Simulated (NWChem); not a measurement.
Species: GeSe, singlet; SMILES [Ge]=[Se]

```xyz
2

Ge     0.0000     0.0000    -1.1028
Se     0.0000     0.0000     1.0376
```
Atoms are numbered in this order, from 1.

Program: NWChem. Low-valent species are run as closed-shell singlets; no triplet was tried in these runs. Structure relaxed at the PBE0-D3(BJ)/def2-TZVP level. Vzz is the largest principal value of the second derivative of the potential at the nucleus (NWChem prints the opposite sign); η is the asymmetry. Non-relativistic.

### Question
What does the run give for PBE/def2-TZVP? Quantities: Vzz Ge1 (a.u.); η Ge1; Vzz Se2 (a.u.); η Se2.

### Answer
```yaml
Vzz Ge1 (a.u.): -3.514
"η Ge1": 0.00
Vzz Se2 (a.u.): -0.603
"η Se2": 0.00
```
